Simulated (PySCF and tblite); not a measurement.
The numbers below are computed, except where a source is named.
System: C6H10Ge, numbered as in [CH3:1][C:2]1=[CH:3][C@@H:4]([GeH3:5])[CH:6]=[CH:7]1.

Motion: shift of H on C4 from C4 to C6. GFN2-xTB gives an electronic barrier of 28.5 kcal/mol and a reaction energy of 0.7 kcal/mol.

Tunnelling of the moving H, left out here, will speed the real process. Spin–orbit effects of heavy atoms on shieldings are missing.

PBE0/pcSseg-1 + D3(BJ) on B3LYP-D3(BJ)/def2-SVP geometries gives 28.8 kcal/mol and k(298 K) = 4.5×10⁻⁷ s⁻¹.

Q: What does PBE0/pcSseg-1 + D3(BJ), IEF-PCM tetrahydrofuran give on B3LYP-D3(BJ)/def2-SVP geometries?

A: A barrier of 28.5 kcal/mol, 0.3 below the first DFT barrier (from unrounded values), a reaction energy of 2.6 kcal/mol and, with GFN2-xTB thermal terms, ΔG‡(298 K) = 25.8 kcal/mol and k = 7.7×10⁻⁷ s⁻¹ (1 equivalent path).

Programs: tblite and PySCF.
